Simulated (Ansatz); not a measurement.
Rh₅, relaxed as a doublet with UKS PBE0-D4/def2-SVP in Ansatz, starting from the GFN2-xTB geometry. Force threshold 0.02 eV/Å.

In the def2 sets Rh takes a core potential; there is no spin–orbit coupling. The charge 0 doublet is spin-contaminated (final ⟨S²⟩ up to 2.82, 0.75 for a pure state). The structure comes from a short search, and lower isomers may exist.

Start:

```csv
atom,x (Å),y (Å),z (Å)
Rh1,1.660,0.349,-0.565
Rh2,-0.810,0.668,-1.019
Rh3,0.215,1.305,1.203
Rh4,-1.254,-0.685,1.077
Rh5,0.189,-1.636,-0.695
```

| step | energy (eV) | largest force component (eV/Å) | SCF passes |
| --- | --- | --- | --- |
| 1 | -15036.2710 | 0.191 | 271 |
| 2 | -15036.2818 | 0.080 | 135 |
| 3 | -15036.2831 | 0.047 | 135 |
| 4 | -15036.2869 | 0.149 | 269 |
| 5 (rejected) | -15036.1698 | 0.614 | 197 |
| 6 | -15036.3186 | 0.295 | 193 |
| 7 | -15036.3345 | 0.349 | 172 |
| 8 | -15036.3364 | 0.185 | 107 |
| 9 | -15036.3450 | 0.097 | 105 |
| 10 | -15036.3463 | 0.080 | 107 |
| 11 (rejected) | -15036.3278 | 0.489 | 113 |
| 12 | -15036.3485 | 0.075 | 104 |
| 13 | -15036.3498 | 0.040 | 101 |
| 14 | -15036.3502 | 0.026 | 96 |
| 15 | -15036.3502 | 0.016 | 96 |

Force components are those of the run's own axes.

End:

```xyz
5

Rh    1.6112    0.3262   -0.5435
Rh   -0.8527    0.6967   -1.0764
Rh    0.2383    1.2580    1.2168
Rh   -1.2050   -0.6749    1.0436
Rh    0.2083   -1.6059   -0.6404
```

By distances, no bond broke or formed. The bond that changes most is Rh1–Rh4, from 3.50 to 3.38 Å (atoms count from 1).

No frequencies were taken in this run, so the end may be a saddle point.

Hardware: 4 threads of Arm Neoverse V2 on a shared host. Wall time 6.3 min, peak host memory 1.2 GiB.
